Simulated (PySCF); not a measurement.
C7H8O.
Cartesian coordinates in Å at the PBE0-D3(BJ)/def2-SVP level; atoms count from 1:
```
atom  x, y, z in Å
C1     2.404    1.967    0.073
C2     1.606    1.054    0.144
C3     0.701   -0.033    0.228
C4    -0.645    0.025    0.265
C5    -1.519    1.222    0.223
C6    -1.172   -1.376    0.349
O7    -0.049   -2.217    0.405
C8     1.140   -1.474    0.288
H9     3.107    2.777    0.014
H10   -2.212    1.174   -0.633
H11   -0.928    2.144    0.144
H12   -2.143    1.284    1.131
H13   -1.808   -1.519    1.247
H14   -1.807   -1.618   -0.529
H15    1.701   -1.763   -0.623
H16    1.803   -1.666    1.153
```

All values: B3LYP/def2-SVPD (PySCF, non-relativistic), on one gas-phase PBE0-D3(BJ)/def2-SVP geometry that isn't relaxed in the solvent. The solvent is an IEF-PCM continuum (Bondi radii, 1.10 Å for H, scaled by 1.2), and excitations are vertical TDDFT with non-equilibrium linear response and a frozen core. Specific hydrogen bonds and non-electrostatic terms are outside this model.

Gas-phase singlets (H = HOMO, L = LUMO):

```csv
state,E (eV),λ (nm),f,leading configurations
S1,4.992,248,0.193,"H→L 81%, H-1→L 15%"
S2,5.416,229,0.002,H-2→L 94%
S3,5.634,220,0.121,"H-1→L 76%, H→L 10%"
S4,5.710,217,0.000,H→L+2 87%
S5,5.846,212,0.022,H→L+1 96%
```

**Question.** How does the list change in chloroform (ε = 4.711)?

**Answer.** 
```json
{"state": "S1", "E (eV)": "4.940", "λ (nm)": "251", "f": "0.305", "leading configurations": "H→L 89%, H-1→L 8%", "change by rank (eV)": "-0.052"}
{"state": "S2", "E (eV)": "5.490", "λ (nm)": "226", "f": "0.003", "leading configurations": "H-2→L 91%", "change by rank (eV)": "+0.074"}
{"state": "S3", "E (eV)": "5.662", "λ (nm)": "219", "f": "0.121", "leading configurations": "H-1→L 81%", "change by rank (eV)": "+0.028"}
{"state": "S4", "E (eV)": "5.689", "λ (nm)": "218", "f": "0.002", "leading configurations": "H→L+2 86%", "change by rank (eV)": "-0.021"}
{"state": "S5", "E (eV)": "5.887", "λ (nm)": "211", "f": "0.026", "leading configurations": "H→L+1 98%", "change by rank (eV)": "+0.041"}
```

**Question.** How does the list change in acetonitrile (ε = 35.69)?

**Answer.** 
```json
{"state": "S1", "E (eV)": "4.962", "λ (nm)": "250", "f": "0.291", "leading configurations": "H→L 88%, H-1→L 8%", "change by rank (eV)": "-0.030"}
{"state": "S2", "E (eV)": "5.521", "λ (nm)": "225", "f": "0.003", "leading configurations": "H-2→L 89%", "change by rank (eV)": "+0.105"}
{"state": "S3", "E (eV)": "5.683", "λ (nm)": "218", "f": "0.009", "leading configurations": "H→L+2 82%", "change by rank (eV)": "+0.049"}
{"state": "S4", "E (eV)": "5.703", "λ (nm)": "217", "f": "0.108", "leading configurations": "H-1→L 76%", "change by rank (eV)": "-0.007"}
{"state": "S5", "E (eV)": "5.902", "λ (nm)": "210", "f": "0.025", "leading configurations": "H→L+1 98%", "change by rank (eV)": "+0.056"}
```

**Question.** The ground-state energy changes by -0.204 eV from gas to acetonitrile. By how much does the total energy of gas-phase S1 change?

**Answer.** E(S1) = E(S0) + excitation energy, so it changes by -0.204 − 0.030 = -0.234 eV: it is lowered more than the ground state, which is what a red shift means. This is the vertical state, with the slow part of the continuum still set for S0.

**Question.** How do the frontier levels move from gas to acetonitrile?

**Answer.** 
```tsv
orbital	gas (eV)	solvent (eV)	change (eV)
LUMO+2	0.57	0.58	+0.01
LUMO+1	0.30	0.44	+0.14
LUMO	-0.99	-0.93	+0.06
HOMO	-6.39	-6.35	+0.04
HOMO-1	-7.37	-7.44	-0.07
HOMO-2	-7.80	-7.86	-0.06
HOMO-3	-9.12	-9.16	-0.04
```

The HOMO–LUMO gap goes from 5.40 to 5.41 eV. Rows go by rank; for LUMO+1 and LUMO+2 the atom shares or the degeneracy differ between the runs, so the row needn't follow one orbital.

The run took about 60 s of CPU time (one thread, shared machine). This is the whole response run at B3LYP/def2-SVPD in acetonitrile, SCF included.
